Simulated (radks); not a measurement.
Results of a calculation; reference values are marked as such.
The tin anion Sn4-, [Xe], held by a Watson sphere: a shell of charge +5.27 at radius R that stands for the Madelung well of a crystal (potential energy -5.27/R inside, -5.27/r outside, in hartree with lengths in bohr). Level of theory: scalar-relativistic Kohn-Sham, r2SCAN, spin-polarised, spherical densities, finite nucleus; meta-GGA in the generalised Kohn-Sham scheme; Fermi nuclear charge, rms radius of each element as measured or else 0.836 A^(1/3) + 0.57 fm (a radial shooting solver on a logarithmic mesh with Libxc functionals).

R (bohr)  e(4d) (eV)  e(5s) (eV)  e(5p) (eV)  <r> 5p (bohr)  sum of <r^2> (bohr^2)  X-ray form factor at sin(theta)/lambda = 0.1 1/angstrom
3.9          -31.406     -18.096     -12.351          3.401                  118.3                                                   47.539
4.02         -31.125     -17.661     -12.002          3.465                  121.6                                                   47.445
4.22         -30.704     -16.991     -11.453          3.573                  127.3                                                   47.296
4.59         -30.048     -15.914     -10.534          3.772                  138.1                                                   47.044
4.64         -29.969     -15.783     -10.419          3.799                  139.6                                                   47.012
5.49         -28.896     -14.007      -8.756          4.263                  166.8                                                   46.563
